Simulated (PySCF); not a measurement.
Work out the structure from these simulated measurements.

Elements present: C, H and Se. Monoisotopic mass: 155.9478 u.

* 1H NMR: chemical shifts (computed TMS as zero) by class: 7.48 (1 H), 7.36 (1 H), 7.04 (1 H), 3.73 (1 H) ppm [GIAO PBE0/pcSseg-1]
* UV, first state: lowest singlet excitation: 4.64 eV (267 nm, f = 0.204) [TDDFT CAM-B3LYP/def2-SVPD]
* NMR, other nuclei: isotropic shieldings of nuclei other than C and H, by class: 1056 (1 Se) ppm [GIAO PBE0/pcSseg-1]
* Valence photoelectron: vertical ionisation energy: 8.42 eV [ΔSCF CAM-B3LYP/def2-SVPD]
* 13C NMR: chemical shifts (computed TMS as zero) by class: 144.1 (1 C), 140.9 (1 C), 138.5 (1 C), 132.9 (1 C), 94.4 (1 C), 80.5 (1 C) ppm [GIAO PBE0/pcSseg-1]
* Rotational structure: rotational constants A, B, C: 3.357, 1.643, 1.103 GHz [PBE0-D3(BJ)/def2-SVP]
* Dipole: 0.78 D [CAM-B3LYP/def2-SVPD]
* Polarisability: 96.3 au [CAM-B3LYP/def2-SVPD]
* Couplings: largest of the computed one-bond spin–spin couplings (means over like bonds): 13C–1H +277.7, 13C–13C +205.9, 13C–1H +198.1, 13C–1H +177.2, 13C–1H +175.1, 13C–13C +115.7, 13C–13C +74.7, 13C–13C +68.4 Hz [B3LYP/pcJ-1 (pcSseg-1 on Se), spin–dipole term left out]

Gas-phase values; electronic properties from PySCF, density fitting. Levels stand in brackets. Isolated species at its PBE0-D3(BJ)/def2-SVP geometry, gas phase. Relativistic effects, spin–orbit coupling among them, are left out although an element past zinc is present. NMR values are class means; diastereotopic atoms form classes of their own.

**Question.** Which formula fits the mass and the elements?

**Answer.** C6H4Se (calculated 155.9478). No other formula that holds each of these elements comes within 0.0003 u with a fitting electron parity and a possible valence count.

**Question.** Give a SMILES that accounts for the data.

**Answer.** Numbering: `[CH:1]#[C:2][c:3]1[cH:4][cH:5][cH:6][se:7]1`. 6 carbons fall into 6 classes; from least to most shielded: aromatic CH carbon [C6] (144.1 ppm), aromatic CH carbon [C4] (140.9 ppm), substituted aromatic carbon [C3] (138.5 ppm), aromatic CH carbon [C5] (132.9 ppm), terminal alkyne carbon [C1] (94.4 ppm), alkyne carbon [C2] (80.5 ppm). Hydrogen classes from least to most shielded: 1 H on an aromatic CH carbon, C6 (7.48 ppm), 1 H on an aromatic CH carbon, C4 (7.36 ppm), 1 H on an aromatic CH carbon, C5 (7.04 ppm), 1 H on a terminal alkyne carbon, C1 (3.73 ppm). The other shieldings belong to: 1056 ppm, selenium bonded to 2 C [Se7]. The couplings run between: +277.7 Hz, terminal alkyne carbon [C1] and its hydrogen; +205.9 Hz, terminal alkyne carbon [C1] and alkyne carbon [C2]; +198.1 Hz, aromatic CH carbon [C6] and its hydrogen; +177.2 Hz, aromatic CH carbon [C4] and its hydrogen; +175.1 Hz, aromatic CH carbon [C5] and its hydrogen; +115.7 Hz, alkyne carbon [C2] and substituted aromatic carbon [C3]; +74.7 Hz, substituted aromatic carbon [C3] and aromatic CH carbon [C4]; +68.4 Hz, aromatic CH carbon [C5] and aromatic CH carbon [C6]. S1 is mainly HOMO→LUMO (weight 0.89); the largest Löwdin shares of the orbital it empties are 0.19 on an aromatic CH carbon, 0.18 on the substituted aromatic carbon, 0.18 on the terminal alkyne carbon and 0.14 on the alkyne carbon, of the orbital it fills 0.18 on the selenium bonded to 2 C, 0.17 on an aromatic CH carbon, 0.16 on the substituted aromatic carbon and 0.14 on an aromatic CH carbon. The optimised geometry has point group Cs and is an asymmetric top. Structure: `C#Cc1ccc[se]1`. The assignments are read from this structure; whether some other isomer fits the data as well wasn't checked. NMR values of atoms bound to Se lack the spin–orbit term that these neighbours bring.
